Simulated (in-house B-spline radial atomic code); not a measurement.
A run on Zr (an excited or competing configuration) that did not converge. Method: scalar-relativistic (X2C) SCAN, spin-polarised, spherical fractional occupations, Fermi nucleus of rms radius 4.2694 fm; computed with a B-spline radial code for spherical atoms.

Command:
```bash
python run_scf.py task.json out
```
Settings (nuclear radius in fm, mass in u):
```
Z                40
configuration    [Kr] 4d1 5s2 6s1
hamiltonian      x2c
method           scan,scan
spin_polarised   True
nucleus          fermi
rms_radius       4.2694
atomic_mass      89.9047
speed_of_light   137.035999084
```

First and last ten iterations of the last attempt (damped for 15 steps, keeping 80 % of the old Fock matrix, then DIIS):
```
 iter        energy (Eh)    residual
    1       -3598.317091    1.22e-01
    2       -3598.324251    2.50e-03
    3       -3598.324294    2.14e-03
    4       -3598.324324    1.83e-03
    5       -3598.324344    1.56e-03
    6       -3598.324358    1.34e-03
    7       -3598.324369    1.14e-03
    8       -3598.324376    9.70e-04
    9       -3598.324382    8.25e-04
   10       -3598.324387    7.01e-04
  111       -3597.075720    7.88e-01
  112       -3597.857108    1.07e-01
  113       -3597.081755    1.15e-01
  114       -3597.157773    1.12e-01
  115       -3598.207733    3.96e-02
  116       -3597.226234    9.82e-02
  117       -3597.230635    9.82e-02
  118       -3597.230068    9.80e-02
  119       -3597.235090    9.71e-02
  120       -3597.226860    9.67e-02
 not converged after 120 iterations
```

The smallest residual met was 1.2e-04; the threshold is about 4e-07. No energy from this run should be used. Run time, properties included: 2.4 s on 1 thread of Intel(R) Xeon(R) 6975P-C, with other jobs on the host.
